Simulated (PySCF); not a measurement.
Compound: C₅H₅S₂ (doublet state).
SMILES with atom numbers: `[CH3:1][S:2][c:3]1[c:4][cH:5][cH:6][s:7]1` (hydrogens: H8, H9, H10 on C1; H11 on C5; H12 on C6)

Method: PBE0-D3(BJ)/def2-SVP geometry optimisation, gas phase (PySCF 2.14.0).

(1) Give the optimised bond lengths and angles.

Answers

(1) 
```csv
bond,length (Å)
C1–S2,1.814
S2–C3,1.748
C3–C4,1.358
C4–C5,1.408
C5–C6,1.376
C6–S7,1.717
C3–S7,1.754
"C1–H8, C1–H9, C1–H10",1.099
C5–H11,1.090
C6–H12,1.091
```

Bonds in one row agree within 0.01 Å and their mean is given. A selection of angles:
```csv
angle,degrees
S2–C1–H8,111.0
S2–C1–H9,106.3
H8–C1–H9,109.1
C1–S2–C3,100.7
S2–C3–C4,130.4
S2–C3–S7,122.1
C4–C3–S7,107.5
C3–C4–C5,118.0
C4–C5–C6,109.5
C4–C5–H11,126.0
C6–C5–H11,124.4
C5–C6–S7,112.6
C5–C6–H12,127.4
S7–C6–H12,120.0
C3–S7–C6,92.5
```

Torsions: C1–S2–C3–C4 96° (anticlinal). The mirror-image conformer, all signs reversed, is as good.

C6 (carbon bonded to C, S and H) is planar (angles 127.4°, 120.0° and 112.6°, sum 360.0°, 0.00 Å off the plane of its three neighbours). The 3 C–C bonds span 1.358 Å (C3–C4, aromatic) to 1.408 Å (C4–C5, aromatic), a spread of 0.050 Å. S7 (sulfur bonded to 2 C) is bent (angle 92.5°). C3 (carbon bonded to C and 2 S) is planar (angles 130.4°, 122.1° and 107.5°, sum 360.0°, 0.01 Å off the plane of its three neighbours). The 5-membered ring C3–C4–C5–C6–S7 has internal angles of 92.5° to 118.0° (sum 540°, against 540° for a flat polygon); it is planar, 0.00 Å rms from its mean plane, widest ring torsion 0°. C5 (carbon bonded to 2 C and H) is planar (angles 126.0°, 124.4° and 109.5°, sum 360.0°, 0.00 Å off the plane of its three neighbours). S2 (sulfur bonded to 2 C) is bent (angle 100.7°).

Point group: C1 (no symmetry element, even within 0.4 Å). No frequency check. ⟨S²⟩ = 0.762 (exact for a doublet: 0.75).

The run took 68 s of wall time on an x86-64 server with one thread (shared host). That covers the optimisation of the geometry.
